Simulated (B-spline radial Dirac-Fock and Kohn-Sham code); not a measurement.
Binding energies of Ho¹⁷⁺ at several levels of theory

System: Ho¹⁷⁺, [Kr] 4d10 4f4.

The density-functional columns are spherical, spin-unpolarised Dirac-Kohn-Sham results without Breit or QED terms: −ε is minus the orbital energy of the initial state and ΔSCF the difference of two total energies. The reference in the last column comes from Dirac-Fock (average of configuration) total-energy differences with a finite nucleus, the Breit interaction including its frequency dependence, and self-energy and vacuum-polarisation corrections. All numbers are from an atomic code on a B-spline grid, in eV; a selection of levels is shown. For the 1s level of heavy atoms much of the gap between ΔSCF and the reference is the Breit and QED part, -250.9 eV here; for other levels the error of the functional can be larger.

| level | LDA −ε | LDA ΔSCF | Dirac-Fock |
| --- | --- | --- | --- |
| K | 55782.5 | 56279.9 | 56042.0 |
| L1 | 9667.4 | 9767.6 | 9828.0 |
| L2 | 9225.2 | 9349.5 | 9345.1 |
| L3 | 8369.3 | 8481.0 | 8498.2 |
| M1 | 2478.2 | 2516.2 | 2564.2 |
| M2 | 2284.1 | 2323.9 | 2354.4 |
| M3 | 2105.2 | 2142.8 | 2174.5 |
| M4 | 1770.7 | 1813.3 | 1819.7 |
| M5 | 1731.6 | 1773.4 | 1781.4 |
| N1 | 799.8 | 820.1 | 842.9 |
| N2 | 721.7 | 741.8 | 757.0 |
| N3 | 678.3 | 697.7 | 713.6 |
| N4 | 548.2 | 567.3 | 569.6 |
| N5 | 539.9 | 558.7 | 561.3 |
| N6,7 | 378.7 | 397.2 | 394.5 |

Values without a named source are computed, but for edge energies of neutral atoms, which are taken from tables.
